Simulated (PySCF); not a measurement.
# What settings do to a single point of ReO2Cl3

The sound run of ReO2Cl3 (singlet) uses PySCF 2.14.0, RKS r2SCAN, Re def2-SVP with ECP60, O def2-SVP, Cl def2-SVP; non-relativistic Hamiltonian with scalar-relativistic core potentials where named; density fitting; no spin-orbit coupling, grid (50, 194), threshold 1e-8 Eh and 55 cycles, at the relaxed geometry:

```xyz
6

Re    0.1368   -0.1735    0.0000
O     0.6298   -1.0080    1.3884
O     0.6298   -1.0080   -1.3884
Cl    1.9760    1.2353    0.0000
Cl   -1.0482    1.8366    0.0000
Cl   -1.9854   -1.0999    0.0000
```

There Re1 has a Mulliken charge of 1.03 e and the dipole about the centre of mass is 0.02 D. Each run below changes one thing and starts from free metal ions and neutral atoms unless it says otherwise; with 55 cycles, smearing, a level shift and second-order steps follow where DIIS fails, and their cycles count. Energy shifts count from the sound run.

```
                                                       change        outcome  cycles  energy shift (eV)  largest force component (eV/Å)  charge on Re1 (e)  dipole about the centre of mass (D)
                                                cycle limit 8  not converged       8                  –                               –                  –                                    –
                                                grid (30, 86)      converged      13             0.0095                            0.19               1.03                                 0.03
                                              threshold 0.001      converged       9             0.0053                            0.09               1.00                                 0.18
start from a density of up to 30 smeared cycles (not counted)      converged      11             0.0000                            0.01               1.02                                 0.02
```

Problem. How does the run with this change end: charge changed by +5, spin kept, limit 96 cycles?

Solution. outcome refused.

Forces carry noise of the integration grid, about 0.01 to 0.03 eV/Å.

No frequency check is given that shows the relaxed geometry to be a minimum.
